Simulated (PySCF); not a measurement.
The vertical singlet excitations below were computed for one of the candidates. Computed with TDDFT PBE0/def2-SVPD, vertical, gas phase, core orbitals frozen in the response in PySCF 2.14.0, density-fitted response routines. Geometries: GFN2-xTB, one conformer each.

| state | E (eV) | f |
| --- | --- | --- |
| S1 | 4.35 | 0.0002 |
| S2 | 5.09 | 0.0061 |
| S3 | 5.34 | 0.0079 |
| S4 | 5.58 | 0.0023 |
| S5 | 5.79 | 0.121 |
| S6 | 5.94 | 0.064 |
| S7 | 6.10 | 0.054 |
| S8 | 6.22 | 0.018 |

Triplets computed (Tamm–Dancoff): 3.49, 3.93, 4.63 eV.

**Question.** Which candidate is it?
A. `C[C@@]12C[C@@H]1CC[C@H]2Cl`
B. `C#CC(=O)OCC(Cl)Cl`
C. `C=C(CC(=O)Cl)C(=O)Cl`
D. `C1C=C(C)CC[C@H]1Cl`

**Answer.** C. Its S1, at 4.35 eV, is the lowest among the candidates; the nearest of the others has S1 at 4.90 eV. S1 is HOMO-1→LUMO (81%), HOMO→LUMO (11%). Löwdin shares by element: HOMO carbon 27% or more, oxygen 25% or more, chlorine 13% or more (atoms not listed hold the other 35%); LUMO carbon 64% or more, oxygen 18% or more (atoms not listed hold the other 19%). At the same level the other candidates give, for their lowest levels:
- `C#CC(=O)OCC(Cl)Cl`: 4.90 eV (f 0.000); 5.72 eV (f 0.000); 6.09 eV (f 0.114); 6.19 eV (f 0.011); 6.28 eV (f 0.001); T1 4.45 eV; HOMO -8.70, LUMO -1.88 eV
- `CC1=CC[C@H](Cl)CC1`: 6.26 eV (f 0.016); 6.91 eV (f 0.197); 7.07 eV (f 0.008); 7.23 eV (f 0.002); 7.25 eV (f 0.005); T1 4.36 eV; HOMO -7.02, LUMO 0.28 eV
- `C[C@@]12C[C@@H]1CC[C@H]2Cl`: 7.17 eV (f 0.010); 7.33 eV (f 0.003); 7.42 eV (f 0.025); 7.56 eV (f 0.030); 7.72 eV (f 0.010); T1 6.61 eV; HOMO -7.79, LUMO 0.67 eV

The values belong to the conformer `[CH2:1]=[C:2]([CH2:3][C:4](=[O:5])[Cl:6])[C:7](=[O:8])[Cl:9]`: C1–C2–C3–C4 -108°, C2–C3–C4–O5 19°, C1–C2–C7–O8 -5°.
